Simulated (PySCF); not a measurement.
oxetane-3-carbaldehyde (C₄H₆O₂), SMILES C(C1COC1)=O.

The structure is a stationary point at ωB97X-D3(BJ)/def2-SVP. Other conformers were not sampled.

Two levels are set side by side: TDDFT-PBE/def2-SVPD (PySCF) and TDDFT-B3LYP/def2-SVPD (PySCF). Vertical, same geometry. The lowest singlet is HOMO→LUMO 89 % with PBE and HOMO→LUMO 73 %, HOMO−1→LUMO 26 % with the other functional; states are paired by order. Differences are taken from unrounded values.

| quantity | TDDFT-PBE |
|---|---|
| lowest singlet excitation (eV) | 3.79 |
| lowest triplet excitation (TDA) (eV) | 3.37 |
| first bright state (f over 0.05) (eV) | 6.61 |
| its oscillator strength | 0.05 |

Task: These are the TDDFT-PBE values. What does TDDFT-B3LYP give? (Estimate from the structure and the level; the computed values follow.)

Result: 
```csv
quantity,TDDFT-B3LYP,TDDFT-PBE minus TDDFT-B3LYP
lowest singlet excitation (eV),4.18,-0.39
lowest triplet excitation (TDA) (eV),3.59,-0.22
first bright state (f over 0.05) (eV),7.43,-0.82
its oscillator strength,0.09,-0.04
```

A lower first singlet is the usual sign of a functional without exact exchange. Differences between two approximate levels are no errors against the true value.

Rough cost on one machine, each run with all the roots and properties that it gave: TDDFT-B3LYP against TDDFT-PBE about 4 times.
